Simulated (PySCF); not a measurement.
## Static response to an electric field

Species: C₈H₈ClP.
Geometry (PBE0-D3(BJ)/def2-SVP, Å), atoms numbered from 1 in this order:
```xyz
18
C8H8ClP angstrom
Cl    -0.0802   -1.2544    2.6964
C      0.8533   -0.6569    1.3515
P      2.5677   -0.5091    1.6585
C      3.0857    0.0878    0.1165
C      2.2597    0.3280   -0.9751
C      0.8830    0.1180   -0.9491
C      0.1723   -0.3505    0.1639
C     -1.3054   -0.5438    0.0935
C     -2.2352    0.4956    0.6569
C     -2.1792    0.2585   -0.8216
H      4.1587    0.2823    0.0106
H      2.7058    0.6961   -1.9042
H      0.3112    0.3206   -1.8574
H     -1.6119   -1.5803    0.2742
H     -1.7839    1.4144    1.0410
H     -3.1055    0.1496    1.2197
H     -1.7175    1.0335   -1.4390
H     -3.0161   -0.2531   -1.3032
```

Level: CAM-B3LYP/def2-SVPD (PySCF), static field, nuclei fixed, core orbitals frozen in the response. The polarisability tensor in these axes (au):

```
x   157.21   3.72   0.79
y     3.72  90.58 -18.77
z     0.79 -18.77 137.44
```

Problem. Diagonalise the tensor; give its mean and Δα, where Δα² is half the sum of the squared differences of the eigenvalues.

Solution. Principal values 83.80, 144.02 and 157.42 au; mean 128.41 au = 19.03 Å³ = 21.17 × 10⁻⁴⁰ C²·m²/J; Δα = 67.92 au (53 % of the mean).

Problem. What is the dipole moment, and where does it point?

Solution. (-0.55, 0.85, -2.44) D, 2.65 D in size, pointing from the negative to the positive side. Measured along this direction, the outermost atoms are Cl1 at the negative end and H17 at the positive end.

Problem. In a dilute gas of rigid molecules at 400 K, how does the orientational term μ²/3kT compare with the electronic polarisability?

Solution. In Gaussian units μ²/3kT = 42.27 Å³ against 19.03 Å³, a ratio of 2.22; the Debye molar polarisation (4π/3)N_A(α + μ²/3kT) is 154.6 cm³/mol, leaving out the vibrational part.

Problem. Find the Langevin capture rate constant for H3+ (3.023 u) meeting this molecule (170.005 u), k = 2.342 × 10⁻⁹ cm³/s × √(α in Å³ / reduced mass in u).

Solution. The reduced mass is 2.97 u, so k = 5.93 × 10⁻⁹ cm³/s. The formula leaves out the permanent dipole, which adds to the capture rate.

Problem. What would n − 1 = 2πNα be for an ideal gas of these molecules at 400 K and 1 atm, electronic part alone?

Solution. N = p/kT = 1.8347 × 10¹⁹ cm⁻³, so n − 1 = 2π × N × 19.03 × 10⁻²⁴ cm³ = 2194 × 10⁻⁶ at long wavelengths.

Problem. Along which axes do the principal values lie, and how far do the nuclei extend along each?

Solution. Largest value along (1.00, 0.06, -0.02), where the nuclei span 7.28 Å; middle along (0.04, -0.33, 0.94), 4.88 Å; least along (-0.05, 0.94, 0.33), 3.08 Å. The response follows the extents in order.

One conformer (not necessarily the lowest) at the PBE0-D3(BJ)/def2-SVP geometry, without solvent, vibrations or thermal averaging.
